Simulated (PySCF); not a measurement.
**V (vanadium, neutral) across methods**

[Ar] 3d3 4s1 5s1, high-spin 6F determinant (an excited configuration). Computed with PySCF 2.14 in aug-cc-pVQZ-DK (9s8p6d4f3g2h, 140 functions), with scalar relativity by spin-free X2C-1e.

| method | E (hartree) | mean ε 3d α (eV) | mean ε 4s α (eV) | mean ε 5s α (eV) | Σ⟨r²⟩ (bohr²) | ⟨S²⟩ |
| --- | --- | --- | --- | --- | --- | --- |
| UHF | -948.01667 | -17.838 | -10.528 | -2.266 | 120.1 | 8.752 |
| PBEsol | -947.756 | -10.267 | -8.106 | -1.555 | 110.2 | 8.750 |
| PBE0 | -948.821 | -12.287 | -8.763 | -1.812 | 112.1 | 8.751 |
| B97-3 | -948.895 | -12.316 | -8.663 | -1.742 | 114.3 | 8.751 |
| r2SCAN | -948.991 | -10.902 | -8.302 | -1.517 | 112.3 | 8.751 |
| PBE | -948.791 | -10.295 | -8.060 | -1.573 | 109.8 | 8.750 |
| BHandHLYP | -949.007 | -14.182 | -9.339 | -1.842 | 115.5 | 8.751 |
| LDA | -946.800 | -10.337 | -8.299 | -1.564 | 109.0 | 8.750 |

The outer electron is Rydberg-like, and this basis confines it to a smaller radius and binds it less than a complete one would.
